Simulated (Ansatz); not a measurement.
An input meant for cis-OsCl2(PF3)4 (P4OsCl2F12) (charge 0, singlet; atoms displaced at random, 0.03 Å in each coordinate).

```yaml
crystal:
  periodic: [false, false, false]
  atoms:
    - {symbol: Cl, position_ang: [0.719521, -0.198789, 2.673946]}
    - {symbol: Cl, position_ang: [2.750312, -0.070413, -0.004500]}
    - {symbol: F, position_ang: [1.080573, 1.345167, -2.611380]}
    - {symbol: h, position_ang: [-1.008448, 0.206197, -2.776751]}
    - {symbol: F, position_ang: [1.098055, -1.013503, -2.807635]}
    - {symbol: F, position_ang: [-2.578562, 1.275016, -0.056551]}
    - {symbol: F, position_ang: [-2.590463, -0.101462, 1.927960]}
    - {symbol: F, position_ang: [-2.711563, -1.049492, -0.275017]}
    - {symbol: F, position_ang: [0.507572, 3.282442, -0.467129]}
    - {symbol: F, position_ang: [1.941780, 2.692811, 1.445235]}
    - {symbol: F, position_ang: [-0.525571, 2.854897, 1.698370]}
    - {symbol: F, position_ang: [0.341107, -3.195460, -0.947539]}
    - {symbol: F, position_ang: [-0.744173, -3.077542, 1.217511]}
    - {symbol: F, position_ang: [1.695973, -2.978317, 1.081538]}
    - {symbol: Os, position_ang: [0.385973, -0.024156, 0.278260]}
    - {symbol: P, position_ang: [0.347821, 0.093918, -1.964332]}
    - {symbol: P, position_ang: [-1.875395, 0.031345, 0.535407]}
    - {symbol: P, position_ang: [0.604769, 2.208516, 0.747486]}
    - {symbol: P, position_ang: [0.481267, -2.335199, 0.335485]}
basis:
  gaussian: {orbitals: def2-SVPD, fitting: {mean_field: def2-universal-jkfit}}
hamiltonian: {xc: {name: PBEsol}}
output: {forces: true}
```

```sh
$ ansatz run in.yaml --threads 2 --pin off --events-out ev --progress --plain --max-ram 22528MiB --backend cuda --devices 0, --max-vram 18GiB
```

Shortened log:

```
Error: YAML parse error: error: line 7 column 16: `h` is not an element symbol (H … Og, case-exact)
 --> <input>:7:16
5 |     - {symbol: Cl, position_ang: [2.750312, -0.070413, -0.004500]}
6 |     - {symbol: F, position_ang: [1.080573, 1.345167, -2.611380]}
7 |     - {symbol: h, position_ang: [-1.008448, 0.206197, -2.776751]}
8 |     - {symbol: F, position_ang: [1.098055, -1.013503, -2.807635]}
9 |     - {symbol: F, position_ang: [-2.578562, 1.275016, -0.056551]}
```

Problem. Something in this input is off. What?

Solution. An element symbol is wrong. The input was rejected before any iteration.
